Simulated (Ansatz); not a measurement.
`[OH][Al]1[SiH2][NH][SnH2]1`, 11 atoms. The species carries charge 0 and has multiplicity 1. Correlated methods include outer-core shells of Sn, which these sets cover unevenly. Sn: def2 effective core potential. All runs use 4 threads of an Arm Neoverse V1 on a shared host. Correlated methods freeze the cores.

(1) How many basis functions does each run have, and how long does it take in Ansatz? RKS PBE0-D4/def2-TZVP relaxation (10 steps); RKS PBE0-D4/def2-TZVP frequencies; RKS PBE0-D4/def2-SVP energy; RKS CAM-B3LYP-D4/def2-TZVPP energy; RKS ωB97M-V/def2-SVP energy; direct RPA on PBE orbitals/def2-TZVPP energy; RKS ωB97M-V/def2-QZVPP energy; RHF-CCSD(T)/def2-SVP energy; RKS PBE0-D4/def2-QZVPP energy; RKS PBE-QIDH (frozen core)/def2-TZVPP energy; RHF-CCSD(T)/def2-TZVPP energy; RKS PBE-D4/def2-TZVPP energy and forces. (Best estimate.)

Answers

(1) The calculation gave: Other jobs shared the machine, so times are rough.

```tsv
level	job	functions	wall time	peak host memory (GiB)
RKS PBE0-D4/def2-SVP	energy	120	1.6 s	0.5
RKS PBE-D4/def2-TZVPP	energy and forces	280	3.7 s	0.42
RKS CAM-B3LYP-D4/def2-TZVPP	energy	280	6 s	1
RKS ωB97M-V/def2-SVP	energy	120	8 s	0.5
RKS PBE-QIDH (frozen core)/def2-TZVPP	energy	280	9 s	0.86
RHF-CCSD(T)/def2-SVP	energy	120	11 s	0.67
direct RPA on PBE orbitals/def2-TZVPP	energy	280	11 s	0.83
RKS PBE0-D4/def2-QZVPP	energy	516	14 s	2.4
RKS ωB97M-V/def2-QZVPP	energy	516	29 s	2.8
RKS PBE0-D4/def2-TZVP	relaxation (10 steps)	222	54 s	0.71
RKS PBE0-D4/def2-TZVP	frequencies	222	3.7 min	0.71
RHF-CCSD(T)/def2-TZVPP	energy	280	5.9 min	8.1
```
